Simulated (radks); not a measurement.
Results of a calculation; reference values are marked as such.
Question: Ionisation of Tl+, [Hg], to Tl2+, [Xe] 4f14 5d10 6s1, under several functionals. Dirac Kohn-Sham, spin-unpolarised, spherical densities, finite nucleus; a radial shooting solver on a logarithmic mesh with Libxc functionals. The NIST Atomic Spectra Database gives 20.428 eV (measured). Rank these functionals by the error of their Delta-SCF ionisation energy: PBE; BP86; BLYP; OLYP; revPBE.

Answer: From best to worst: OLYP 20.479 eV (+0.051); revPBE 20.647 eV (+0.218); PBE 20.775 eV (+0.347); BLYP 20.806 eV (+0.378); BP86 20.961 eV (+0.532). Spin polarisation and multiplet splitting are left out, so open shells lie too high by an amount that depends on their filling.

Beside tabulated values, note that spin-unpolarised runs miss the spin-polarisation part of the exchange energy of open shells.
